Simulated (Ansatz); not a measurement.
A structure relaxed at r2SCAN-D4/def2-SVP in Ansatz, charge 0, singlet:

```xyz
28

P     2.2221    1.9389    2.9349
In    1.4969   -0.6191    3.1018
P     0.5252   -0.9780    0.7017
In    0.0023   -3.4925    0.2139
P    -0.5274   -3.3625   -2.3936
In    0.8849    4.1037    2.3024
P    -0.2423    2.9732    0.1784
In   -1.3514    0.6110    0.0888
P    -1.6170    0.3185   -2.4922
In   -2.2404   -1.9285   -3.7662
H     2.8200    2.2482    4.1884
H     3.4203    1.9882    2.1710
H     2.9897   -1.4778    3.2087
H     0.1676   -0.6254    4.1988
H     1.5682   -0.6157   -0.1987
H     1.4829   -4.3741    0.3033
H    -1.5138   -3.8527    0.9502
H     0.7162   -3.2307   -3.0700
H    -0.7867   -4.7019   -2.7973
H     1.9848    5.2788    1.6858
H    -0.3900    4.2866    3.4421
H     0.7171    2.9611   -0.8709
H    -1.1530    3.8882   -0.4187
H    -2.8535    0.5551    0.9183
H    -0.3977    0.8060   -3.0373
H    -2.4554    1.3720   -2.9508
H    -3.8206   -2.3300   -3.2187
H    -1.6489   -1.7408   -5.3742
```

Problem. Give its formula and point group.

Solution. In5P5H18, a cluster cut from wurtzite InP (hydrogen-capped). Point group Cs (tolerance 0.1 Å).

Problem. Summarise the bond lengths by kind (pairs closer than 1.2 times the sum of covalent radii, bridged metal pairs left out).

Solution. 11 × In–P 2.53 to 2.66 Å; 9 × H–In 1.72 to 1.73 Å; 9 × H–P 1.42 Å.

In the def2 sets In takes a core potential; there is no spin–orbit coupling.
